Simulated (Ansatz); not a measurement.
F$_{5}$OSi$_{2}$ (SMILES F[Si](F)O[Si](F)(F)F), doublet, at a GFN2-xTB geometry; B3LYP/aug-cc-pVDZ in Ansatz (a first-principles code).

The Ansatz input:
Ansatz 0.2 input:
```yaml
crystal:
  periodic: [false, false, false]
  atoms:
    - {symbol: F, position_ang: [2.20011764, -1.06442519, 0.65487727]}
    - {symbol: Si, position_ang: [1.70428557, -0.29486835, -0.65210567]}
    - {symbol: F, position_ang: [2.27772733, 1.17402423, -0.40915710]}
    - {symbol: O, position_ang: [0.09817923, -0.22147890, -0.63504472]}
    - {symbol: Si, position_ang: [-1.26633224, 0.06062436, 0.13167171]}
    - {symbol: F, position_ang: [-1.11751161, 1.09439036, 1.30740527]}
    - {symbol: F, position_ang: [-1.83542376, -1.27737525, 0.73129263]}
    - {symbol: F, position_ang: [-2.29344075, 0.63463556, -0.91036990]}
basis:
  gaussian:
    orbitals: aug-cc-pVDZ
hamiltonian:
  xc: b3lyp
magnetization: {spin_polarized: false, initial_magnetization: 1}
```

It wrote (shortened):

```
Functional definition: B3LYP
1751 factors; their error is unknown
mean field evaluation 1: about -31386.2195 eV, gradient 8.7e1 eV
mean field evaluation 2: about -31362.6095 eV, gradient 1.4e2 eV
mean field evaluation 4: about -31397.8466 eV, gradient 6.1e0 eV
mean field evaluation 8: about -31397.9098 eV, gradient 1.7e-1 eV
mean field evaluation 16: about -31398.0407 eV, gradient 2.7e-4 eV
mean field -31398.04065514 eV, -1153.8567117200 hartree, gradient 7.2e-6 eV, S^2 0.750000; 0 other end points of the search recorded, 0 dependent functions left out
reference -31398.04100807 eV, -1153.8567246898 hartree; 41, 40 occupied and 151, 152 virtual orbitals, 1751 factors
Total energy: -31398.04100807 eV, -1153.8567246898 hartree
```
